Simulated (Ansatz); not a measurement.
**Question.** Name a neutral molecule of Al, C, Ga, O and H with HOMO energy (B3LYP/def2-TZVPP) between -6.05 and -5.75 eV and HOMO energy (PBE/def2-TZVPP) between -5.30 and -5.00 eV (Ansatz, PBE0-D4/def2-TZVP geometry).

**Answer.** `CO[CH2][AlH][GaH2]` (-6.00 eV, -5.20 eV). Other molecules can fit too; these were computed, each in one conformer that needn't be the lowest.

B3LYP here is the variant with VWN-RPA as its local correlation; programs differ in this.
